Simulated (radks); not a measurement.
Results of a calculation; reference values are marked as such.
Valence configurations of the thulium ion Tm+ (all share [Xe]). Code: a radial shooting solver on a logarithmic mesh with Libxc functionals. Model: Dirac Kohn-Sham, BLYP, spin-unpolarised, spherical densities, point nucleus; open shells fill j = l - 1/2 first. Energies are relative to 4f13 6s1; eigenvalues in eV.

valence           E (eV)  e(4f5/2)  e(4f7/2)  e(5d3/2)  e(6p1/2)  e(6s1/2)
4f13 6s1           0.000   -10.214    -9.018         -         -    -9.227
4f12.5 6s1.5       0.686   -14.248   -13.016         -         -    -9.975
4f12.5 5d0.5 6s1   1.702   -13.230   -11.999    -7.439         -    -9.594
4f13 5d1           2.672    -8.718    -7.523    -5.805         -         -
4f12 6s2           3.119   -18.758   -17.490         -         -   -10.727
4f12 5d1 6s1       4.601   -16.477   -15.211    -8.139         -    -9.915
4f11.5 6s2 6p0.5   9.619   -24.242   -22.937         -    -7.555   -11.796
4f11 6s2 6p1      18.556   -30.019   -28.677         -    -8.259   -12.825
4f11 6s1 6p2      23.179   -31.117   -29.775         -    -8.721   -13.400
4f10 6s2 6p2      44.339   -42.338   -40.921         -    -9.600   -14.793

NIST lists [Xe] 4f13 6s1 as the ground configuration; this level of theory agrees among the configurations tried. The energies are those of spherical spin-averaged densities, not of single terms.
